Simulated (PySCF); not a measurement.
Species: C6H5F3.
Atom-mapped SMILES: `[CH2:1]=[CH:2]/[CH:3]=[CH:4]\[C:5]([F:6])=[C:7]([F:8])[F:9]` (hydrogens: H10, H11 on C1; H12 on C2; H13 on C3; H14 on C4)

Structure used (PBE0-D3(BJ)/def2-SVP), in Å, numbered top down from 1:
```xyz
14
C6H5F3 angstrom
C     -2.690    0.007    1.050
C     -1.384    0.020    0.739
C     -0.906   -0.066   -0.626
C      0.371   -0.059   -1.075
C      1.588    0.048   -0.311
F      1.529    0.181    1.018
C      2.816    0.029   -0.858
F      3.924    0.138   -0.178
F      3.029   -0.101   -2.143
H     -3.030    0.071    2.087
H     -3.460   -0.068    0.275
H     -0.643    0.096    1.537
H     -1.684   -0.150   -1.393
H      0.537   -0.141   -2.152
```

Linear response at CAM-B3LYP/def2-SVPD (PySCF, frozen core in the response, non-relativistic). One conformer (not necessarily the lowest) at the PBE0-D3(BJ)/def2-SVP geometry, without solvent, vibrations or thermal averaging.

Static isotropic polarisability: 91.55 au (13.57 Å³), principal values 47.6, 66.7, 160.4 au.

What is the polarisability at 1064 nm and at the sodium D line?

93.82 au at 1064 nm (+2.5 %), 99.96 au at 589.3 nm (+9.2 %). The rise at 589.3 nm is 3.71 times that at 1064 nm; a pure ω² law gives 3.26. The lowest singlet lies at 254 nm, shorter than both wavelengths.

What is the isotropic C6 coefficient between two such molecules, C6 = (3/π)∫α(iω)² dω?

2708 au (Eh·bohr⁶) by a ten-point quadrature over imaginary frequencies, which is 1620 eV·Å⁶ or 156 J·nm⁶/mol.

Which effective excitation energy ω̄ makes London's formula C6 = (3/4)α²ω̄ exact here?

ω̄ = 4·C6/(3α²) = 0.431 Eh = 11.7 eV. A one-pole form α(ω) = α/(1 − ω²/ω̄²) fitted to the 1064 nm value gives 7.5 eV. London's choice of the ionisation energy (8.32 eV, ΔSCF at the same level) gives C6 = 1920 au, 29 % too low.

What three-body coefficient follows from the one-pole estimate C9 = (3/4)·α·C6?

186000 au. This is an estimate from the two numbers above, not a computed integral.

How anisotropic is the static polarisability, by Δα² = ½[(α1 − α2)² + (α2 − α3)² + (α3 − α1)²]?

Δα = 104.6 au, or 1.14 of the isotropic value.

How many electrons N does the Slater–Kirkwood formula C6 = (3/4)·√N·α^(3/2) need to give this C6?

N = (4·C6/3)²/α³ = 17.0; the species has 68 electrons in all.

Time: 80 s. Hardware: one thread of an x86-64 server, on a shared host. This is the whole response run at CAM-B3LYP/def2-SVPD, SCF included.
